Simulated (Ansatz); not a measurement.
Relaxation of ClGeH3 (5 atoms, charge 0, multiplicity 1), to a largest force component of 0.03 eV/Å in at most 50 steps.

The calculation used Ansatz 0.2.0, RKS r2SCANh-D4/def2-SVP.

```xyz
5
Properties=species:S:1:pos:R:3
Ge 0.150 0.030 0.106
H 0.556 -0.046 1.573
H 1.669 -0.046 0.000
H -0.577 1.257 -0.408
Cl -0.837 -1.741 -0.592
```

Question: Where does it end, and by what steps?

Answer: The run converged. After 4 steps the energy has fallen by 0.635 eV; H2 moved furthest, 0.35 Å.

```
step  energy less start (eV)  largest force component (eV/Å)  accepted
   0                  0.0000                           1.572       yes
   1                 -0.4942                           0.785       yes
   2                 -0.6295                           0.215       yes
   3                 -0.6349                           0.071       yes
   4                 -0.6350                           0.001       yes
```

```xyz
5
Properties=species:S:1:pos:R:3
Ge 0.268 0.020 0.190
H 0.239 -0.038 1.717
H 1.699 -0.038 -0.346
H -0.479 1.244 -0.339
Cl -0.767 -1.733 -0.542
```

Whether the end is a true minimum wasn't checked by a vibrational analysis.

The run took 19 s on 1 thread of Arm Neoverse V1, on a shared host, peak memory 0.14 GiB.
